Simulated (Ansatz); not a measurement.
Consider the redistribution: `[Cl][GeH]1[CH2][O]1` + `O[SiH2]S[SiH2][SiH3]` → `[SiH3][GeH]1[CH2][O]1` + `O[SiH2]S[SiH2]Cl`.

Calculated with Ansatz (gas phase, PBE0-D4/def2-TZVP geometries, no zero-point term in ΔE). CCSD(T)/CBS is the MP2 limit (def2-TZVPP, def2-QZVPP) plus CCSD(T) − MP2 in def2-TZVPP, frozen cores. Functionals use def2-TZVPP. B3LYP here is the variant with VWN-RPA as its local correlation; programs differ in this. For Ge outer-core shells are correlated without core-valence functions, which leaves a few kJ/mol of doubt a bond. Scalar relativity is left out up to krypton. One conformer a species, not always the lowest.

(1) Is it downhill or uphill in electronic energy at CCSD(T)/CBS, and by how much? (Best estimate.)

(2) What do these levels give: r2SCAN-D4, ωB97X-V, PBE, PBE0, B3LYP, HF/def2-TZVPP, CCSD(T)/def2-TZVPP, HF/def2-QZVPP, MP2/def2-QZVPP, SCS-MP2/def2-QZVPP, HF/CBS(def2), MP2/CBS(def2)? (Best estimate.)

Largest T1 diagnostic among the species: 0.015.

Results:

(1) Ansatz gave: Downhill: ΔE = -59.0 kJ/mol.

(2) Computed: r2SCAN-D4 -56.5, ωB97X-V -53.0, PBE -52.1, PBE0 -52.6, B3LYP -56.3, HF/def2-TZVPP -50.3, CCSD(T)/def2-TZVPP -54.3, HF/def2-QZVPP -49.8, MP2/def2-QZVPP -63.4, SCS-MP2/def2-QZVPP -59.7, HF/CBS(def2) -49.7, MP2/CBS(def2) -65.6 kJ/mol.

In def2-TZVPP, CCSD(T) changes the Hartree–Fock value by −4.0 kJ/mol (the triples alone add −0.2 kJ/mol) and MP2 by −10.5 kJ/mol.
